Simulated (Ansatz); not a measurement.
Geometry optimisation, RKS PBE0-D4/def2-SVP (Ansatz 0.2.0).

The input (input.yaml):

```yaml
crystal:
  periodic: [false, false, false]
  atoms:
    - { symbol: Al, position_ang: [-0.821448, 0.56791, -0.332] }
    - { symbol: Cl, position_ang: [0.920779, -2.354303, -1.256218] }
    - { symbol: O, position_ang: [-0.825266, 1.454415, -1.784247] }
    - { symbol: O, position_ang: [-2.301453, -0.12796, 0.141272] }
    - { symbol: H, position_ang: [1.104876, -2.183639, 0.032622] }
    - { symbol: Si, position_ang: [0.957856, 0.283478, 1.174818] }
    - { symbol: H, position_ang: [-0.088557, 1.851372, -2.249466] }
    - { symbol: H, position_ang: [-3.115195, -0.018652, -0.356078] }
    - { symbol: H, position_ang: [2.298439, 0.533123, 0.552709] }
    - { symbol: H, position_ang: [0.996766, -1.140241, 1.670637] }
    - { symbol: H, position_ang: [0.873203, 1.134597, 2.405851] }
basis:
  gaussian: { orbitals: def2-SVP }
hamiltonian:
  xc: pbe0
  dispersion: d4
relax:
  f_tol: 0.03
  max_steps: 50
```

Command:

```bash
$ ansatz run input.yaml --threads 2 --pin off --max-ram 3072MiB --backend cpu --events-out ev --progress --plain --runs-dir out
```

Problem. Where does it end, and by what steps?

Solution. The run converged. After 34 steps the energy has fallen by 1.502 eV; H5 moved furthest, 2.96 Å. Parted: Cl2–H5 (1.31 → 2.80 Å). Joined: Al1–Cl2 (3.53 → 2.15 Å), O4–H5 (3.98 → 0.97 Å).

```
step  energy less start (eV)  largest force component (eV/Å)  accepted
   0                  0.0000                           0.716       yes
   2                 -0.0829                           0.990       yes
   4                 -0.1269                           0.635       yes
   6                 -0.1384                           0.320       yes
   8                 -0.1532                           0.221       yes
  10                 -0.1582                           0.037       yes
  12                 -0.1661                           0.247       yes
  14                 -0.1754                           0.798       yes
  16                 -0.2620                           0.430       yes
  18                 -0.3810                           0.331       yes
  20                 -0.4174                           2.151       yes
  22                 -0.8811                           1.858       yes
  24                 -1.3906                           0.545       yes
  26                 -1.4640                           0.390       yes
  28                 -1.4929                           0.100       yes
  30                 -1.4993                           0.078       yes
  32                 -1.5008                           0.152        no
  34                 -1.5018                           0.018       yes
```

```xyz
11
Properties=species:S:1:pos:R:3
Al 0.071 -0.152 -0.574
Cl 0.778 -1.866 -1.663
O -0.837 1.000 -1.502
O -1.701 -0.913 -0.115
H -1.778 -1.790 -0.522
Si 1.330 0.462 1.416
H -0.515 1.760 -1.987
H -2.221 -0.298 -0.669
H 2.721 0.907 1.074
H 1.463 -0.694 2.363
H 0.689 1.584 2.178
```

Run time: 89 s on 2 threads of Intel(R) Xeon(R) Platinum 8488C (Sapphire Rapids) (shared host), peak memory 0.28 GiB.
